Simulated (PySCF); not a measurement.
Computed shifts of a molecule C2H11NSi3, PBE0/pcSseg-1 in PySCF, GIAO, gas phase, atoms alike by connectivity averaged where their shifts nearly agree, in ppm (number of nuclei): ¹³C: 15.8 (1), 8.5 (1). ²⁹Si: 12.2 (1), -27.5 (1), -92.1 (1). ¹⁵N: 37.9 (1). ¹H: 5.78 (2), 5.74 (1), 4.15 (1), 4.03 (1), 1.31 (1), 1.20 (3), 1.11 (1), 0.41 (1). References: ¹³C against TMS (σ = 186.3 ppm); ²⁹Si against TMS (σ = 352.7 ppm); ¹⁵N against NH3 (σ = 267.4 ppm); ¹H against TMS (σ = 31.56 ppm), references at their B3LYP-D3(BJ)/def2-TZVP geometries, non-relativistic. Coordinates come from a PBE0-D3(BJ)/def2-SVP optimisation. One conformer was computed; it need not be the lowest.

Task: Identify the compound among the candidates.
A. [SiH3]N1[SiH2]CC[SiH2]1
B. C[Si@H]1[SiH2]CN1[SiH3]
C. [SiH3][Si@H]1CC[SiH2]N1
D. CC[Si@H]1N[SiH2][SiH2]1

Result: D, CC[Si@H]1N[SiH2][SiH2]1
